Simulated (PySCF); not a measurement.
# How methods differ on the ionisation energy of Ru³¹⁺

Ru³¹⁺ [Ne] 3s2 3p1 [3p1/2^1, M_J = 1/2] → Ru³²⁺ [Ne] 3s2, as a difference of total energies. All numbers are calculated (PySCF 2.14, the two-component X2C-1e Hamiltonian, in an uncontracted even-tempered set (19 s from 5.2 bohr⁻², ratio 2.4; 13 p from 6.8 bohr⁻², ratio 2.4; 4 d from 24 bohr⁻², ratio 2.6; 4 f from 36 bohr⁻², ratio 2.6)). Correlated levels: 1s2 frozen; the 50 highest virtual spinors dropped. "Screened" scales the spin-orbit matrix elements by Boettger's factors to mimic the two-electron term; Breit and QED terms are absent.

```tsv
method	ionisation energy (eV)
GHF (spin-free)	1789.1
GMP2 (spin-free)	1789.5
GHF (screened spin-orbit)	1811.3
GMP2 (screened spin-orbit)	1811.6
```

Breit and QED terms and the two-electron picture change are absent.

The spin-free rows lack the spin-orbit shift.

For comparison: 1794 ± 8 eV (semi-empirical (NIST evaluation); NIST Atomic Spectra Database, ionization energies).
